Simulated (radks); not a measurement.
Problem. W+, 73 electrons, occupied as [Xe] 4f14 5d4 5f1 (not the ground configuration). All-electron calculation, scalar-relativistic Kohn-Sham, r2SCAN, spin-polarised, spherical densities, finite nucleus; open shells are filled with parallel spins first (spin-orbit coupling, left out, can overturn this in heavy ions); meta-GGA in the generalised Kohn-Sham scheme; Fermi nuclear charge, rms radius 5.3658 fm. Program: a radial shooting solver on a logarithmic mesh with Libxc functionals. Some entries of the table are withheld. Estimate them.

orbital  occ.  eigenvalue (hartree)  r(max) (bohr)  <r^2> (bohr^2)
1s down     1             -2556.831        0.01146       0.0004632
1s up       1             -2556.830        0.01146       0.0004632
2s up       1             -442.6340        0.06565        0.007119
2s down     1             -442.6236        0.06565        0.007119
2p up       3             -387.0902        0.05389        0.005893
2p down     3             -387.0824        0.05388        0.005893
3s down     1             -102.6467         0.1851         0.04613
3s up       1             -102.6466         0.1851         0.04613
3p up       3             -86.12012         0.1832         0.04693
3p down     3             -86.11935         0.1832         0.04693
3d up       5             -67.07314         0.1495         0.03900
3d down     5             -67.06801         0.1495         0.03900
4s up       1             -21.74041         0.4207          0.2281
4s down     1             -21.73368         0.4207          0.2282
4p up       3             -16.29498         0.4411          0.2596
4p down     3             -16.28936         0.4411          0.2596
4d up       5              -9.35652         0.4523          0.3030
4d down     5              -9.34956         0.4524          0.3028
5s up       1              -3.45259         0.9663           1.302
5s down     1              -3.38158         0.9616           1.274
5p up       3              -2.12742          1.096           1.788
5p down     3              -2.02500          1.086           1.727
4f up       7                   (1)         0.4300          0.4692
4f down     7                   (2)         0.4298          0.4566
5d up       4              -0.64327          1.474           4.026
5f up       1              -0.09009          7.631           79.81

Solution. 
(1) 4f up eigenvalue (hartree): -1.68663
(2) 4f down eigenvalue (hartree): -1.66994
